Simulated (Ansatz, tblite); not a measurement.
Cost and result up the ladder for the cluster In3P2Cl3 (8 atoms). Charge 0, multiplicity 1. Geometry: PBE-D4/def2-SVP.

Cartesian coordinates in Å:
```
In 0.752 0.496 -2.308
In -0.527 0.132 1.415
In 0.408 -3.051 -0.236
P 0.065 3.121 -0.996
P -0.612 2.955 0.834
Cl -1.378 -0.809 -1.039
Cl 1.829 -0.461 0.093
Cl -0.537 -2.382 2.238
```

Ansatz on 2 threads of AMD EPYC 7R13 on a shared host and a share (18 GiB) of an NVIDIA H100 80GB HBM3; xTB runs through tblite on one thread. Times are rough, summed over both states, and most runs start from the orbitals of an earlier one. No level here is sound enough to serve as a yardstick. The other state is a doublet.

In the def2 sets In takes a core potential; there is no spin–orbit coupling. The xTB rows come from tblite. The structure comes from a short search, and lower isomers may exist.

Run but left out: B2PLYP/def2-TZVP (singlet: restricted singlet, unstable in another Hartree–Fock run and untested here).

Raw xTB energies of ions are shifted by several eV.

| level | functions | wall time | vertical IE (eV) | remarks |
| --- | --- | --- | --- | --- |
| GFN1-xTB | 72 | 0.055 s | 12.38 | – |
| GFN2-xTB | 72 | 0.068 s | 11.78 | – |
| PBE-D4/def2-TZVP | 335 | 25 s | 7.53 | – |
| PBE0-D4/def2-TZVP | 335 | 28 s | 7.61 | restricted SCF unstable in HF (singlet) |
